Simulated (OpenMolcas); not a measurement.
Ru4+: moving or changing the point charges

Ru4+ among 6 point charges of -1.7 e arranged as an octahedron (Oh), 1.86 Å from the ion.

```json
{
  "Program": "OpenMolcas 26.06",
  "Method": "SS-CASPT2, IPEA 0.25 Eh, imaginary shift 0.1 Eh (closed shells correlated: 4s 4p)",
  "Basis": "ANO-RCC-VDZP [6s5p3d1f]",
  "Scalar Hamiltonian": "DKH2, point nucleus",
  "Active space": "4 electrons in 5 orbitals (4d)",
  "State averaging": "2S+1 = 5 even, 5 roots; 2S+1 = 3 even, 45 roots; 2S+1 = 1 even, 50 roots",
  "Spin-orbit coupling": "RASSI with atomic mean-field integrals over the reference wave functions"
}
```

Runs around this geometry, states (labels of O, the rotations of Oh). Energies in cm-1 above the lowest state or level, χT in cm3 K/mol; 10Dq and B are least-squares fits to the states below 45000 cm-1, weighted by degeneracy, with a free offset, and given where the rms deviation is under 5 % of |10Dq| (or 100 cm-1) and under 700 cm-1.

```csv
R (Å),q (e),Ground state,First state of that spin,10Dq,B (rms of fit),First gap with spin-orbit (degeneracies),χT at 300 K,First state of another spin
1.79,-1.36,5E,5T2 9140,,,"240 (1, 3)",2.120,3T1 12190
1.69,-1.7,5E,5T2 15000,15466,761 (578),"320 (1, 3)",2.124,3T1 6300
1.86,-1.7,5E,5T2 9580,,,"240 (1, 3)",2.142,3T1 11740
```

Taking the first state of the same spin as R^-n, n = -ln(9580 / 15000) / ln(1.86 / 1.69) = 4.7 between the shortest and longest distance.

Roots that are degenerate in the reference are averaged as groups; the widest CASPT2 spread within a group is 450 cm-1 (the 3-fold group of multiplicity 3 near 29600 cm-1 above the lowest state of its run, R = 1.86, q = -1.7). Shifts and gaps below about the spread of the groups concerned are not significant. An orbital doublet at a regular site is open to a Jahn-Teller distortion, which this geometry leaves out. This shell can be high or low spin here, a state of another spin lies low, and with metal d orbitals alone active their balance is uncertain, so the ground spin may be wrong. Point charges give a weaker field than real ligands, and real ions of this kind are as a rule low spin; the high spin found here belongs to the model. Free-ion shares, where given, are those of the reference states; single-state CASPT2 does not remix them. This field is weak: 10Dq is about 9355 cm-1, while octahedral complexes of 4d ions of charge 3 and more, computed by the same method with explicit ligands, had a median near 25000 cm-1. Ground spin and moment need not be those of a real site (figures for R = 1.79, q = -1.36; the like holds for R = 1.86, q = -1.7). Point charges carry no covalency, so the field is a model and not that of real ligands. No measured value stands beside these numbers.
